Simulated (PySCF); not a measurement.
Molfile (atoms numbered from 1):
```
C8H14
     RDKit          3D

 22 22  0  0  0  0  0  0  0  0999 V2000
    3.2371   -0.1949    0.2113 C   0  0  0  0  0  0  0  0  0  0  0  0
    2.0475    0.1536    0.6635 C   0  0  0  0  0  0  0  0  0  0  0  0
    0.7520   -0.0930   -0.0462 C   0  0  0  0  0  0  0  0  0  0  0  0
    0.0448    1.2356   -0.3397 C   0  0  0  0  0  0  0  0  0  0  0  0
   -1.2908    0.9994   -1.0381 C   0  0  0  0  0  0  0  0  0  0  0  0
   -2.1904    0.1102   -0.1852 C   0  0  0  0  0  0  0  0  0  0  0  0
   -1.4982   -1.2163    0.1116 C   0  0  0  0  0  0  0  0  0  0  0  0
   -0.1629   -0.9776    0.8096 C   0  0  0  0  0  0  0  0  0  0  0  0
    3.3606   -0.6986   -0.7337 H   0  0  0  0  0  0  0  0  0  0  0  0
    4.1402    0.0063    0.7630 H   0  0  0  0  0  0  0  0  0  0  0  0
    1.9568    0.6584    1.6173 H   0  0  0  0  0  0  0  0  0  0  0  0
    0.9522   -0.6043   -0.9941 H   0  0  0  0  0  0  0  0  0  0  0  0
   -0.1273    1.7643    0.6011 H   0  0  0  0  0  0  0  0  0  0  0  0
    0.6881    1.8607   -0.9632 H   0  0  0  0  0  0  0  0  0  0  0  0
   -1.7827    1.9567   -1.2249 H   0  0  0  0  0  0  0  0  0  0  0  0
   -1.1156    0.5188   -2.0036 H   0  0  0  0  0  0  0  0  0  0  0  0
   -2.4136    0.6191    0.7557 H   0  0  0  0  0  0  0  0  0  0  0  0
   -3.1360   -0.0691   -0.7013 H   0  0  0  0  0  0  0  0  0  0  0  0
   -2.1379   -1.8369    0.7431 H   0  0  0  0  0  0  0  0  0  0  0  0
   -1.3280   -1.7549   -0.8238 H   0  0  0  0  0  0  0  0  0  0  0  0
    0.3325   -1.9312    1.0067 H   0  0  0  0  0  0  0  0  0  0  0  0
   -0.3390   -0.4867    1.7701 H   0  0  0  0  0  0  0  0  0  0  0  0
  1  2  2  0
  2  3  1  0
  3  4  1  0
  4  5  1  0
  5  6  1  0
  6  7  1  0
  7  8  1  0
  8  3  1  0
  1  9  1  0
  1 10  1  0
  2 11  1  0
  3 12  1  0
  4 13  1  0
  4 14  1  0
  5 15  1  0
  5 16  1  0
  6 17  1  0
  6 18  1  0
  7 19  1  0
  7 20  1  0
  8 21  1  0
  8 22  1  0
M  END
```

[PySCF 2.14: shieldings: GIAO PBE0/pcSseg-1; geometry from GFN2-xTB; fast rotation and ring inversion assumed for equivalent nuclei; single conformer; in vacuum; non-relativistic Hamiltonian]

References, each an isolated molecule treated in the same way: 13C (σref 186.93) vs TMS.

Do the 13C shifts follow the atomic charges (in e)? Tabulate both.

Answers


| atoms | hybridisation | δ (ppm) | σ para (ppm) | Hirshfeld | IAO | Mulliken | ESP-fitted |
| --- | --- | --- | --- | --- | --- | --- | --- |
| C2 | sp2 | 155.1 | -223 | -0.03 | -0.13 | -0.14 | -0.31 |
| C1 | sp2 | 118.2 | -184 | -0.11 | -0.33 | -0.14 | -0.40 |
| C3 | sp3 | 49.7 | -109 | -0.02 | -0.11 | -0.33 | +0.36 |
| C4/C8 | sp3 | 37.4 | -98 | -0.07 | -0.25 | -0.15 | -0.20 |
| C6 | sp3 | 30.2 | -91 | -0.07 | -0.26 | -0.23 | -0.07 |
| C5/C7 | sp3 | 30.0 | -90 | -0.07 | -0.25 | -0.21 | -0.01 |

Correlation coefficients of δ with charge over these carbons: Hirshfeld +0.00, IAO +0.19, Mulliken +0.52, ESP-fitted -0.60; with the paramagnetic shielding -1.00. Among the 4 sp3 carbons alone: Hirshfeld +0.93, IAO +0.93, Mulliken -0.69, ESP-fitted +0.75. With so few points, grouped by hybridisation, these coefficients are fragile. Charge is one influence among several: hybridisation and low-lying excitations act through the paramagnetic term.

Shifts are as computed. Against solution values, carbons near 30 ppm lie about +3 ppm off and those near 130 ppm about +5 ppm. Of 1211 compounds with measured shifts, 218 miss one by over three times the rms of a fit or turn the order of signals round; such compounds aren't used in these exercises.
